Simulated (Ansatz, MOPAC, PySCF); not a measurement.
CCl$_{3}$F$_{3}$Sn, SMILES `F[C](F)(F)[Sn]([Cl])([Cl])[Cl]`, neutral singlet in the gas phase. In the def2 sets core potentials replace the inner electrons of Sn. The geometry has C3v symmetry (within 0.05 Å) and had no frequency check at the DFT level, so a distortion to lower symmetry isn't ruled out.

Z-matrix (Å, degrees):
```
Sn
C 1 2.2080
F 2 1.3272 1 110.29
F 2 1.3272 3 108.64 1 120.99
F 2 1.3272 3 108.64 4 118.02
Cl 1 2.3220 2 110.10 3 179.75
Cl 1 2.3220 2 110.10 3 -60.25
Cl 1 2.3220 2 110.09 3 59.75
```
Charge 0, spin multiplicity 1.

All levels are single points at this geometry (PBE0-D3(BJ)/def2-SVP); Pople sets use spherical d functions. Orbital energies aren't observables, and empty levels follow the basis.

HF/6-31G* (LANL2DZ on Sn) in PySCF gives gap (eV) = 13.24.

Q: Estimate the gap (eV) from each of these levels: B3LYP-D3(BJ)/def2-TZVP in Ansatz (a quantum-chemistry and plane-wave program); CAM-B3LYP-D3(BJ)/def2-TZVP in Ansatz; PBE-D3(BJ)/def2-TZVP in Ansatz; B3LYP/6-31G* (LANL2DZ on Sn) in PySCF; AM1 in MOPAC; PM3 in MOPAC; PM6 in MOPAC; PM7 in MOPAC.

A: 
| level | gap (eV) |
|---|---|
| B3LYP-D3(BJ)/def2-TZVP in Ansatz | 5.91 |
| CAM-B3LYP-D3(BJ)/def2-TZVP in Ansatz | 8.78 |
| PBE-D3(BJ)/def2-TZVP in Ansatz | 4.22 |
| B3LYP/6-31G* (LANL2DZ on Sn) in PySCF | 5.99 |
| AM1 in MOPAC | 7.52 |
| PM3 in MOPAC | 7.74 |
| PM6 in MOPAC | 8.80 |
| PM7 in MOPAC | 9.60 |
